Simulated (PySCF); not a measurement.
Excitation energy of N⁺ by level of theory

N⁺ [He] 2s2 2p2 (3P) → N⁺ [He] 2s1 2p3, s spin flipped, as a difference of total energies. Calculation: PySCF 2.14, in aug-cc-pCVTZ-DK (7s6p4d2f, 59 functions); scalar relativity by spin-free X2C-1e. Correlated levels: valence and next inner shell: nothing frozen. The calculations carry no spin-orbit coupling.

```
                                method  excitation energy (cm⁻¹)
                                   UHF                    131330
    MP2 (valence and next inner shell)                    113820
SCS-MP2 (valence and next inner shell)                    112730
```

The upper determinant mixes two multiplicities, so it lies between the two terms.

The coupled-cluster amplitudes are large for the upper state (T1 above 0.03 or a double amplitude above 0.15), so a single reference is strained.
